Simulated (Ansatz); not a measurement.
Cost and result up the ladder for the cluster Sn4Cl4 (8 atoms). Charge 0, multiplicity 1. Geometry: PBE0-D4/def2-SVP.

```tsv
atom	x (Å)	y (Å)	z (Å)
Sn1	2.483	-0.221	0.043
Sn2	-1.590	1.488	-1.631
Sn3	-0.894	0.340	1.000
Sn4	0.799	-1.551	2.148
Cl5	-2.057	-0.776	-2.342
Cl6	1.208	-2.438	-0.353
Cl7	-0.996	1.928	2.810
Cl8	1.049	1.231	-1.675
```

Ansatz on 4 threads of Arm Neoverse N1 on a shared host. Times are rough, and most runs start from the orbitals of an earlier one. PBE0-D4/def2-TZVP serves as the yardstick here, not as an exact answer. Differences are given only for rows in sets of like size (and for xTB, whose basis is part of the method), since another set adds its own error. Binding counts from free atoms at the same level (Sn triplet, Cl doublet; other spins of the atoms weren't run), without zero-point energy or a counterpoise term.

In the def2 sets Sn takes a core potential; there is no spin–orbit coupling. Correlated methods freeze 36 core orbitals; core or outer-core shells of Sn are correlated, in sets that lack core-valence functions. The rows differ in basis, and correlated rows in double-zeta sets carry the largest basis error. Another isomer (singlet) lies 0.16 eV lower at PBE0-D4/def2-TZVP; other spin states weren't run for this one.

Correlated methods converge slowly with the basis, most of all in double-zeta sets.

```
                         level  functions  binding energy per atom (eV)  difference from PBE0-D4/def2-TZVP (eV)
             PBE0-D4/def2-TZVP        348                          2.72                                    0.00
             BLYP-D4/def2-TZVP        348                          2.73                                    0.02
PBE-D4/def2-TZVP (with forces)        348                          2.84                                    0.12
           r2SCAN-D4/def2-TZVP        348                          2.74                                    0.02
                  MP2/def2-SVP        176                          2.39                                       –
              B2PLYP/def2-TZVP        348                          2.59                                   -0.13
```

Task: Estimate how long each takes.

Result: MP2/def2-SVP 12 s; BLYP-D4/def2-TZVP 13 s; PBE-D4/def2-TZVP (with forces) 17 s; r2SCAN-D4/def2-TZVP 30 s; PBE0-D4/def2-TZVP 44 s; B2PLYP/def2-TZVP 57 s. On shared hardware such times vary by a factor of up to 3.
